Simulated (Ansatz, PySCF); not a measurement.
This Ansatz (a first-principles code) input computes a CCSD(T)/cc-pVDZ energy:

Ansatz 0.2 input:
```yaml
crystal:
  periodic: [false, false, false]
  atoms:
    - {symbol: O, position_ang: [0.02270856, 0.01175974, -1.23021290]}
    - {symbol: N, position_ang: [-0.00000000, 0.00000000, 0.00000000]}
    - {symbol: O, position_ang: [1.01027074, 0.29639100, 0.63685411]}
    - {symbol: O, position_ang: [-1.03297929, -0.30815073, 0.59335878]}
basis:
  gaussian:
    orbitals: cc-pVDZ
magnetization: {spin_polarized: true, initial_magnetization: 1}
correlation: {method: ccsd_t, electrons: outside_noble_gas}
```

Q: Write an input for the same energy in PySCF and say what it gives.

A: 
```python
from pyscf import gto, scf, mp, cc as ccmod

mol = gto.M(
    atom='''
    O     0.02270856    0.01175974   -1.23021290
    N    -0.00000000    0.00000000    0.00000000
    O     1.01027074    0.29639100    0.63685411
    O    -1.03297929   -0.30815073    0.59335878
    ''',
    basis='cc-pvdz',
    charge=0,
    spin=1,
    verbose=4,
)

mf = scf.UHF(mol)
mf.conv_tol = 1e-10
mf.max_cycle = 100
mf.kernel()
mo, _, stable, _ = mf.stability(return_status=True)
if not stable:
    mf.kernel(mf.make_rdm1(mo, mf.mo_occ))
mp2 = mp.MP2(mf, frozen=4).run()
cc = ccmod.CCSD(mf, frozen=4)
cc.max_cycle = 100
cc.kernel()
et = cc.ccsd_t()
print(f'E(CCSD(T)) = {cc.e_tot + et:.9f}')
```
It gives -279.56615 Eh, and Ansatz -279.56921 Eh, a difference of 3.06 mEh. That is more than fitting and grids explain: the two runs ended on different electronic states or use different definitions.

It need not be the lowest isomer of its formula.
